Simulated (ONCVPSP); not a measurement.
B: one change to an ONCV potential, before and after

* Element: boron
* Generator: ONCVPSP 4.0.1
* Type: optimised norm-conserving Vanderbilt (ONCV)
* Functional: PBE
* Relativity: scalar-relativistic
* Frozen core: [He]
* Valence charge: 3
* Reference configuration: 2s2 2p1
* Partial waves: 2s: rc 1.60 bohr, ncon 4, nbas 8, qcut 5.2 1/bohr, 2 projectors, debl 1.5 Ha; 2p: rc 2.75 bohr, ncon 4, nbas 8, qcut 5.4 1/bohr, 1 projector
* Local potential: polynomial inside 1.15 bohr (lpopt 5, dvloc0 0 Ha)
* Core correction: Teter function fitted to the true core (icmod 2), fcfact 0.25

Change: s: qcut 6.3.

Cutoffs: the cutoffs (Ha) at which the residual kinetic energy of the hardest occupied pseudo-wave falls to 1 and 0.1 mHa per electron; they do not see the model core or the augmentation charge, which bear on the density cutoff. Errors are all-electron minus pseudo energies relative to the spin-unpolarised reference configuration.

What does the change do?

The potential gets harder (10 Ha and 14 Ha → 12 Ha and 15 Ha); the errors of the 4 common tests hardly move; neither file shows a bound ghost. The waves are optimised to have the least kinetic energy above qcut, so the cutoff follows it (qcut²/2 in Ha).

```csv
quantity,base,changed
"cutoff, loose",10 Ha,12 Ha
"cutoff, tight",14 Ha,15 Ha
loose cutoff by channel,"s 10 Ha, p 8.1 Ha","s 12 Ha, p 8.1 Ha"
bound ghosts,none,none
GHOST(+) flags under 300 eV,none,none
"error for 2s2 2p0, meV [ΔE 8.22 eV]",+56,+54
"error for 2s1 2p0, meV [ΔE 33.64 eV]",+203,+207
"error for 2s2 2p0.5, meV [ΔE 2.89 eV]",+7.3,+7.0
"error for 2s1 2p1, meV [ΔE 14.36 eV]",-29,-26
s: phases at 1.63 bohr within 0.05 rad from the reference energy up to (Ha; the scan ends near 5),4.0,4.0
p: phases at 2.79 bohr within 0.05 rad from the reference energy up to (Ha; the scan ends near 5),0.5,0.5
"rms error of d²Exc/dni dnj with the model core, mHa",2.36,2.40
```
